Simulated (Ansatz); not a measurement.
RbBr₂. The state is a doublet with charge 0. Geometry PBE-D4/def2-TZVP.

```xyz
3

Rb    0.003    0.000   -0.002
Br    1.695    1.271    2.512
Br   -1.697   -1.271   -2.510
```

In the def2 sets Rb takes a core potential; there is no spin–orbit coupling. At PBE-D4/def2-TZVP, r2SCAN-D4/def2-TZVP, B97M-V/def2-TZVP the gap within one spin of the charge 0 doublet nearly closes, so an electron or hole may be smeared out by delocalisation error. Another isomer (doublet) lies 0.69 eV lower at PBE0-D4/def2-TZVP; other spin states weren't run for this one.

Problem. Estimate the α-spin orbital energies around the gap (eV) in Ansatz with HF/def2-TZVP, PBE-D4/def2-TZVP, r2SCAN-D4/def2-TZVP, B97M-V/def2-TZVP, PBE0-D4/def2-TZVP.

Solution. 
| orbital | HF/def2-TZVP | PBE-D4/def2-TZVP | r2SCAN-D4/def2-TZVP | B97M-V/def2-TZVP | PBE0-D4/def2-TZVP |
| --- | --- | --- | --- | --- | --- |
| HOMO−5 | -16.02 | -7.23 | -7.63 | -7.62 | -8.62 |
| HOMO−4 | -14.25 | -7.21 | -7.62 | -7.61 | -8.60 |
| HOMO−3 | -14.13 | -6.94 | -7.24 | -7.30 | -8.26 |
| HOMO−2 | -8.20 | -6.69 | -7.00 | -7.06 | -7.99 |
| HOMO−1 | -7.94 | -6.62 | -6.94 | -6.99 | -7.93 |
| HOMO | -7.94 | -6.60 | -6.92 | -6.97 | -7.92 |
| LUMO | -0.16 | -1.68 | -0.98 | -1.49 | -1.13 |
| LUMO+1 | 0.37 | -0.33 | 0.17 | -0.28 | 0.01 |
| LUMO+2 | 0.45 | -0.28 | 0.21 | -0.24 | 0.05 |
| LUMO+3 | 0.78 | -0.14 | 0.47 | -0.04 | 0.29 |
| LUMO+4 | 0.89 | 0.37 | 0.68 | 0.41 | 0.58 |
| LUMO+5 | 0.89 | 0.37 | 0.68 | 0.42 | 0.58 |
| β HOMO | -7.94 | -6.44 | -6.55 | -6.37 | -6.72 |
| β LUMO | -3.06 | -6.43 | -6.54 | -6.35 | -6.15 |
